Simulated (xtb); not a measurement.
xtb input (GFN2-xTB):

```bash
xtb mol.xyz --gfn 2 --sp --chrg 0 --uhf 0
```
mol.xyz:
```
15

C     -2.30157425    -0.82287427     0.23467355
O     -1.02918747    -0.58518676     0.82331275
Si     0.11507360     0.37934292     0.17940790
O     -0.61104567     1.79248815    -0.20773267
O      1.30682737     0.50117324     1.29250572
O      0.79493188    -0.18704251    -1.18853384
C      1.65135749    -1.32058116    -1.24840762
H     -2.19909959    -1.34192255    -0.72219303
H     -2.87407520    -1.45130384     0.91624675
H     -2.83902037     0.11390354     0.07288974
H     -0.16424338     2.36010999    -0.84008689
H      1.04636126     0.54781318     2.21537127
H      1.11519250    -2.23120369    -0.96769505
H      2.00263335    -1.42142553    -2.27488645
H      2.51031270    -1.19749642    -0.58536833
```

End of the output:

```
         :::::::::::::::::::::::::::::::::::::::::::::::::::::
         ::                     SUMMARY                     ::
         :::::::::::::::::::::::::::::::::::::::::::::::::::::
         :: total energy             -26.530077931054 Eh    ::
         :: gradient norm              0.022927987285 Eh/a0 ::
         :: HOMO-LUMO gap              8.964011955702 eV    ::
         ::.................................................::
         :: SCC energy               -26.727477497106 Eh    ::
         :: -> isotropic ES            0.110561430988 Eh    ::
         :: -> anisotropic ES         -0.004328025160 Eh    ::
         :: -> anisotropic XC          0.002169840159 Eh    ::
         :: -> dispersion             -0.009224028253 Eh    ::
         :: repulsion energy           0.197399566051 Eh    ::
         :: add. restraining           0.000000000000 Eh    ::
         :: total charge               0.000000000000 e     ::
         :::::::::::::::::::::::::::::::::::::::::::::::::::::

           -------------------------------------------------
          |                Property Printout                |
           -------------------------------------------------

    * Orbital Energies and Occupations

         #    Occupation            Energy/Eh            Energy/eV
      -------------------------------------------------------------
         1        2.0000           -0.8119792             -22.0951
       ...           ...                  ...                  ...
        10        2.0000           -0.5375057             -14.6263
        11        2.0000           -0.5271013             -14.3432
        12        2.0000           -0.5205659             -14.1653
        13        2.0000           -0.5185361             -14.1101
        14        2.0000           -0.5179535             -14.0942
        15        2.0000           -0.5016789             -13.6514
        16        2.0000           -0.4785371             -13.0217
        17        2.0000           -0.4707913             -12.8109
        18        2.0000           -0.4537195             -12.3463
        19        2.0000           -0.4462082             -12.1419
        20        2.0000           -0.4342808             -11.8174
        21        2.0000           -0.4237583             -11.5311
        22        2.0000           -0.4158926             -11.3170 (HOMO)
        23                         -0.0864712              -2.3530 (LUMO)
        24                         -0.0554705              -1.5094
        25                         -0.0532136              -1.4480
        26                          0.0022403               0.0610
        27                          0.0741601               2.0180
        28                          0.1043680               2.8400
        29                          0.1349808               3.6730
        30                          0.1559087               4.2425
        31                          0.1613449               4.3904
        32                          0.1757979               4.7837
        33                          0.2088346               5.6827
       ...                                ...                  ...
        41                          0.8142574              22.1571
      -------------------------------------------------------------
                  HL-Gap            0.3294214 Eh            8.9640 eV
             Fermi-level           -0.2511819 Eh           -6.8350 eV

     #   Z          covCN         q      C6AA      α(0)
     1   6 C        3.695     0.033    20.196     6.429
     2   8 O        1.618    -0.365    20.208     6.067
     3  14 Si       3.235     0.708   125.740    23.299
     4   8 O        1.575    -0.482    22.565     6.410
     5   8 O        1.575    -0.482    22.565     6.410
     6   8 O        1.618    -0.365    20.208     6.067
     7   6 C        3.695     0.033    20.196     6.429
     8   1 H        0.924     0.040     2.450     2.448
     9   1 H        0.925     0.055     2.261     2.352
    10   1 H        0.924     0.048     2.348     2.396
    11   1 H        0.811     0.318     0.667     1.283
    12   1 H        0.811     0.318     0.667     1.283
    13   1 H        0.924     0.040     2.450     2.448
    14   1 H        0.925     0.055     2.261     2.352
    15   1 H        0.924     0.048     2.348     2.396

 Mol. C6AA /au·bohr⁶  :       2388.867917
 Mol. C8AA /au·bohr⁸  :      67387.056926
 Mol. α(0) /au        :         78.067916

Wiberg/Mayer (AO) data.
largest (>0.10) Wiberg bond orders for each atom

 ---------------------------------------------------------------------------
     #   Z sym  total        # sym  WBO       # sym  WBO       # sym  WBO
 ---------------------------------------------------------------------------
     1   6 C    3.940 --    10 H    0.987     8 H    0.986     2 O    0.986
                             9 H    0.983
     2   8 O    2.240 --     3 Si   1.088     1 C    0.986
     3  14 Si   4.409 --     5 O    1.112     4 O    1.112     6 O    1.088
                             2 O    1.088
     4   8 O    2.144 --     3 Si   1.112    11 H    0.884
     5   8 O    2.144 --     3 Si   1.112    12 H    0.884
     6   8 O    2.240 --     3 Si   1.088     7 C    0.986
     7   6 C    3.940 --    15 H    0.987    13 H    0.986     6 O    0.986
                            14 H    0.983
     8   1 H    0.998 --     1 C    0.986
     9   1 H    0.997 --     1 C    0.983
    10   1 H    0.998 --     1 C    0.987
    11   1 H    0.899 --     4 O    0.884
    12   1 H    0.899 --     5 O    0.884
    13   1 H    0.998 --     7 C    0.986
    14   1 H    0.997 --     7 C    0.983
    15   1 H    0.998 --     7 C    0.987
 ---------------------------------------------------------------------------

Topologies differ in total number of bonds
Writing topology from bond orders to xtbtopo.mol

molecular dipole:
                 x           y           z       tot (Debye)
 q only:       -0.029      -0.096      -0.046
   full:       -0.051      -0.169      -0.080       0.492
molecular quadrupole (traceless):
                xx          xy          yy          xz          yz          zz
 q only:       -0.481       0.318       0.589       0.200       0.406      -0.108
  q+dip:       -2.422       1.133       0.919      -0.068      -0.120       1.503
Note: The following floating-point exceptions are signalling: IEEE_UNDERFLOW_FLAG IEEE_DENORMAL
normal termination of xtb
   full:       -1.649       0.863       0.892       0.041       0.225       0.758

           -------------------------------------------------
          | TOTAL ENERGY              -26.530077931054 Eh   |
          | GRADIENT NORM               0.022927987285 Eh/α |
          | HOMO-LUMO GAP               8.964011955702 eV   |
           -------------------------------------------------

------------------------------------------------------------------------
------------------------------------------------------------------------
 total:
 SCF:
```
